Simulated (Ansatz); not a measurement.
Molecule: GeI$_{2}$, net charge 0, singlet state. 
Structure (B3LYP-D3(BJ)/def2-TZVP (Ansatz, a program for electronic structure) minimum search):
```
Ge
I 1 2.5828
I 1 2.5828 2 102.59
```
Charge 0, spin multiplicity 1.

Basis-set convergence of Hartree-Fock and CCSD(T) correlation energies (hartree) with Ansatz. Correlated levels leave the core frozen unless marked. Spin-orbit coupling is left out. The frozen core is the preceding noble-gas configuration, with the filled d and f shells of earlier blocks. Past Kr the def2 sets carry scalar-relativistic core potentials.

```tsv
basis	functions	E(HF)	E(corr, CCSD(T))	rough core time
def2-SVP	84	-2668.48817	-0.30376	under 20 s
def2-TZVPP	148	___	___	21 s
```

Task: What belongs in the gaps?

Result: 
- def2-TZVPP, E(HF): -2668.77301
- def2-TZVPP, E(corr, CCSD(T)): -0.41474
